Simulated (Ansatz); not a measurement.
The cluster Au3⁺. The state is a triplet with charge 1. Geometry PBE0-D4/def2-TZVP, that of the neutral doublet; atoms count from 1.

```xyz
3

Au    0.466    0.766   -2.187
Au   -0.382   -1.400    1.866
Au   -0.084    0.634    0.322
```

In the def2 sets Au takes a core potential; there is no spin–orbit coupling. At PBE0-D4/def2-TZVP a singlet of charge 1 lies 1.01 eV below the triplet at the same geometry. The structure comes from a short search, and lower isomers may exist.

Estimate the Mulliken populations from the PBE0/def2-TZVP orbitals of Ansatz.


```tsv
atom	charge (e)	spin (α − β)	d electrons
Au1	0.42	0.74	9.81
Au2	0.42	0.74	9.81
Au3	0.15	0.51	9.89
```
Mulliken values and Mayer orders depend strongly on the basis.

Where does the spin sit?

Summed by element: Au 2.00, of 2 unpaired in all. Largest on single atoms: Au1 0.74, Au2 0.74, Au3 0.51.

And the Mayer bond orders between bonded heavy atoms (over 0.3)?

Au1–Au3 0.66 (2.57 Å); Au2–Au3 0.66 (2.57 Å).
